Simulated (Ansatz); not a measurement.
Total energies of SnHMe2(nBu) (C6H16Sn) from Ansatz at PBE0-D4/def2-SVP, gas phase (1 Eh = 27.2114 eV = 2625.5 kJ/mol). The reference geometry is relaxed at r2SCAN-D4/def2-SVP.

```json
{"state": "charge 0 singlet", "geometry": "reference", "energy (Eh)": "-452.10504"}
{"state": "charge -1 doublet", "geometry": "reference", "energy (Eh)": "-452.01461"}
{"state": "free Sn atom (triplet)", "geometry": "–", "energy (Eh)": "-214.25429"}
{"state": "free H atom (doublet)", "geometry": "–", "energy (Eh)": "-0.50029"}
{"state": "free C atom (triplet)", "geometry": "–", "energy (Eh)": "-37.76066"}
```

In the def2 sets Sn takes a core potential; there is no spin–orbit coupling.

Work out the vertical electron affinity, to the doublet.

E(charge 0 singlet) − E(charge -1 doublet) = -452.10504 − (-452.01461) = -0.09043 Eh = -2.46 eV; negative, so the extra electron isn't bound. The basis lacks diffuse functions, which makes affinities too small.

What is the binding energy per atom against free atoms?

Atoms: 1 × (-214.25429) + 16 × (-0.50029) + 6 × (-37.76066) = -448.82289 Eh. Binding: -448.82289 − (-452.10504) = 3.28215 Eh = 89.31 eV, or 3.88 eV for each of 23 atoms (no zero-point energy, no counterpoise term).

At PBE0-D4/def2-SVP the highest occupied level of the charge -1 doublet lies above zero (up to 3.79 eV). By energy differences it is unbound by 2.46 eV (vertical, against the charge 0 singlet, at PBE0-D4/def2-SVP) and held by the finite basis.
